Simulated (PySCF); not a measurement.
## A survey of 33S NMR shifts

All values are calculated (PySCF 2.14.0 with density-fitted response routines): geometry from GFN2-xTB, GIAO PBE0/pcSseg-1 shieldings. Rapidly exchanging positions averaged, one conformer, non-relativistic, isolated molecule.

Shieldings were converted by a linear fit to measured shifts: 33S (scatter 33.3 ppm rms vs sulfate, solution or neat liquid). Occasional misses reach two or three times the rms, and more in compound classes unlike the fitted ones.

Q: Give the 33S shifts of `CCS[C@@H](C)[SiH](F)F`, `C[C@@H]1CCS[C@@H]1CF`, `C=C(SC)[Si@H](C)[SiH3]`.

A: 
```csv
compound,environment,δ (ppm)
CCS[C@@H](C)[SiH](F)F,sulfide sulfur,-308
C[C@@H]1CCS[C@@H]1CF,sulfide sulfur,-284
C=C(SC)[Si@H](C)[SiH3],sulfide sulfur,-274
```

Q: Match the shifts 1055, -29, -200, -304, -532 ppm to `C[C@H](SC[SiH3])C(F)F`, `CC(=S)[SiH2]CC[SiH3]`, `C=CC(=O)CS(=O)(=O)O`, `FC(F)(F)Sc1ccco1`, `CS[SiH2]C1=C[C@@H](F)[C@@H]1F`.

A: 1055: CC(=S)[SiH2]CC[SiH3] (thione sulfur); -29: C=CC(=O)CS(=O)(=O)O (sulfonyl sulfur); -200: FC(F)(F)Sc1ccco1 (sulfide sulfur); -304: C[C@H](SC[SiH3])C(F)F (sulfide sulfur); -532: CS[SiH2]C1=C[C@@H](F)[C@@H]1F (sulfur bonded to C, Si).
